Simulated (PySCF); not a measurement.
A structure optimised at B3LYP-D3(BJ)/def2-TZVP, used in a PySCF frequency run:

```xyz
8

Sn     0.0000     0.0000    -0.6210
Si     0.0000     0.0000     1.9542
H     -1.3857    -0.8000    -1.2333
H      1.3857    -0.8000    -1.2333
H      0.0000     1.6001    -1.2333
H     -1.2055     0.6960     2.4630
H      1.2055     0.6960     2.4630
H      0.0000    -1.3920     2.4630
```
Charge 0, spin multiplicity 1.

Write its SMILES, formula and point group.

[SiH3][SnH3], H6SiSn, C3v

What are its rotational constants (standard atomic weights)?

37.156, 2.7878, 2.7878 GHz
